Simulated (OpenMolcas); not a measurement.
**Cr4+: moving or changing the point charges**

Cr4+ among 6 point charges of -2.2 e arranged as a trigonal antiprism (D3d), 1.69 Å from the ion, with a polar angle of 49.3° against the regular 54.74°. The active orbitals were held to one l.
```
   0.0000    1.2805    1.1029  -2.20
  -1.1090   -0.6403    1.1029  -2.20
   1.1090   -0.6403    1.1029  -2.20
   0.0000   -1.2805   -1.1029  -2.20
   1.1090    0.6403   -1.1029  -2.20
  -1.1090    0.6403   -1.1029  -2.20
```

```
Program             : OpenMolcas
Method              : CASSCF
Basis               : ANO-RCC-VTZP [6s5p3d2f1g]
Scalar Hamiltonian  : DKH2, point nucleus
Active space        : 2 electrons in 5 orbitals (3d)
State averaging     : 2S+1 = 3 even, 10 roots; 2S+1 = 1 even, 15 roots
Spin-orbit coupling : state interaction with AMFI integrals over the reference wave functions
```

Runs around this geometry, states (labels of D3, the rotations of D3d). Energies in cm-1 above the lowest state or level, χT in cm3 K/mol.

```
R (Å)  Polar angle / regular  Ground state  First state of that spin  First gap with spin-orbit (degeneracies)  χT at 300 K  First state of another spin
 1.69                   0.83           3A2                   3E 4438                                4.7 (1, 2)        0.920                     1E 14314
 1.62                    0.9           3A2                   3E 2465                                4.9 (1, 2)        0.889                     1E 15787
 1.69                    0.9           3A2                   3E 1865                                1.6 (1, 2)        0.854                     1E 16203
```

Taking the first state of the same spin as R^-n, n = -ln(1865 / 2465) / ln(1.69 / 1.62) = 6.6 between the shortest and longest distance.

Without dynamic correlation the repulsion within the d shell is too large (B by tens of per cent), so at a given field states of lower spin stand too high. This is an electrostatic model: the charges have no orbitals. No measured value stands beside these numbers.
